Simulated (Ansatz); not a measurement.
Reaction (ligand exchange at the Ag–N bond): `C[N](C)[Ag]` + HI → `[Ag][I]` + `CNC`

Calculated with Ansatz (gas phase, PBE0-D4/def2-TZVP geometries, no zero-point term in ΔE). CCSD(T)/CBS is the MP2 limit (def2-TZVPP, def2-QZVPP) plus CCSD(T) − MP2 in def2-TZVPP, frozen cores. Functionals use def2-TZVPP. Elements past krypton have def2 core potentials. For Ag, I outer-core shells are correlated without core-valence functions, which leaves a few kJ/mol of doubt a bond.

```
      species  ωB97M-V energy (Eh)
`C[N](C)[Ag]`           -281.42525
           HI           -298.28326
    `[Ag][I]`           -444.66301
        `CNC`           -135.13593
```

(1) Work out ΔE.

(2) What do rigid-rotor, harmonic-oscillator terms from PBE0-D4/def2-TZVP frequencies (298.15 K, 1 bar) make of the CCSD(T)/CBS value? (Estimate.)

Largest T1 diagnostic among the species: 0.031, so the coupled-cluster value is less sure than usual.

Answers

(1) ΔE = (-444.66301) + (-135.13593) − (-281.42525) − (-298.28326) = -0.09043 Eh = -2.46 eV. CCSD(T)/CBS gives -2.40 eV.

(2) The calculation gave: ΔZPE = +0.20 eV, ΔH = -2.21 eV, ΔS = 7 J/(mol·K), ΔG = -2.24 eV.

In def2-TZVPP, CCSD(T) changes the Hartree–Fock value by +0.90 eV (the triples alone add +0.14 eV) and MP2 by +0.86 eV. The D4 term adds +0.07 eV with B3LYP and +0.04 eV with PBE0; it sums over pairs of atoms, weighted by their polarisabilities, and B3LYP, whose exchange is more repulsive, gets the larger term.

B3LYP here is the variant with VWN-RPA as its local correlation; programs differ in this.
